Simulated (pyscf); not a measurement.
:HSi–AsH₂ [singlet] -> H₂Si=AsH, a hydrogen shift (singlet surface; As–H broken, H–Si formed). Structures and frequencies: ωB97X-D3(BJ)/def2-SVP in PySCF. MP2 and CC: frozen core, UHF for open shells. ΔMP2 is the change of the MP2 total energy from the triple- to the quadruple-zeta basis. Energies in kcal/mol from the reactant's lowest minimum found.

AM1 to PM7: differences of heats of formation from MOPAC. 

Q: In single points AM1 puts the saddle at 11.1 kcal/mol and the reaction energy at -32.3 kcal/mol. Should these be trusted to within a few kcal/mol? Compare with CCSD(T)/def2-TZVPP + ΔMP2(QZVPP).

A: CCSD(T)/def2-TZVPP + ΔMP2(QZVPP) gives ΔE‡ = 14.8 kcal/mol and ΔE = -19.8 kcal/mol. AM1 lies 3.7 kcal/mol under it in the barrier and 12.5 kcal/mol under it in the reaction energy, so on this step it does not hold to within 3.0 kcal/mol. CCSD(T)/def2-TZVPP + ΔMP2(QZVPP) has limits of its own. One saddle was located; it need not be the lowest between these sides. A restricted solution here is unstable towards spin polarisation, so biradical character is likely and single-reference numbers are less safe. The CCSD(T) − MP2 part came from Ansatz, without density fitting, on the same reference. The largest closed-shell T1 diagnostic is 0.031, which may signal static correlation. The frozen core leaves the outer d or s,p core shells of the metals and heavy elements correlated in the MP2 and CC values, and def2-TZVPP describes them poorly, which can shift differences by a few kcal/mol. In the def2 sets elements up to Kr have no core potential.
